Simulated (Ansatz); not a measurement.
Basis sets compared for Al₄⁻. The state is a doublet with charge -1. Geometry PBE-D4/def2-TZVPD. Ansatz on 4 threads of Arm Neoverse N1 on a shared host; times are rough, and most runs start from earlier orbitals.

Cartesian coordinates in Å:
```
Al 1.253 0.781 -0.628
Al -1.253 -0.781 0.628
Al -1.197 0.804 -1.392
Al 1.197 -0.804 1.392
```

The structure comes from a short search, and lower isomers may exist.

```
            level  functions  energy (Eh)  HOMO (eV)  LUMO (eV)  wall time
 PBE-D4/def2-SVPD         96    -968.8919      -0.09       0.24      3.1 s
PBE0-D4/def2-SVPD         96    -968.9659      -0.78       0.88      3.7 s
```

Task: Estimate the rows for PBE-D4/def2-TZVPD (with forces), PBE0-D4/def2-TZVPD.

Result: 
```csv
level,functions,energy (Eh),HOMO (eV),LUMO (eV),wall time
PBE-D4/def2-TZVPD (with forces),172,-969.2309,-0.08,0.26,6.5 s
PBE0-D4/def2-TZVPD,172,-969.2998,-0.78,0.90,13 s
```
